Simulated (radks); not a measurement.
The numbers below are computed, except where a source is named.
Orbital eigenvalues (eV) of neutral thallium, [Hg] 6p1, at several levels of relativity; Dirac values are averaged over j with weights 2j + 1. Spin-unpolarised spherical Kohn-Sham, BLYP, point nucleus unless stated (finite: rms radius 5.4759 fm), a radial shooting solver on a logarithmic mesh with Libxc functionals. A level marked "c x" has the speed of light scaled by that factor and shares open shells by 2j + 1; other Dirac levels either fill j = l - 1/2 first or share by 2j + 1.

| shell | non-rel. | scalar-rel., finite nucleus | Dirac, low j first | Dirac, c x 100 | change of magnitude, last against first (%) |
|---|---|---|---|---|---|
| 3s | -3063.4 | -3637.5 | -3629.0 | -3063.4 | 0.00 |
| 3p | -2833.2 | -3025.1 | -3047.4 | -2833.3 | 0.00 |
| 3d | -2403.6 | -2389.1 | -2382.0 | -2403.6 | 0.00 |
| 4s | -666.64 | -811.42 | -809.11 | -666.65 | 0.00 |
| 4p | -566.21 | -610.58 | -616.09 | -566.22 | 0.00 |
| 4d | -381.01 | -374.78 | -373.18 | -381.01 | 0.00 |
| 4f | -130.98 | -113.84 | -112.85 | -130.97 | 0.00 |
| 5s | -103.42 | -130.78 | -129.97 | -103.42 | 0.00 |
| 5p | -70.377 | -75.916 | -76.657 | -70.378 | 0.00 |
| 5d | -18.005 | -15.286 | -14.740 | -18.005 | 0.00 |
| 6s | -7.4265 | -9.4733 | -9.0557 | -7.4266 | 0.00 |
| 6p | -2.5123 | -2.3501 | -2.1626 | -2.5123 | 0.00 |
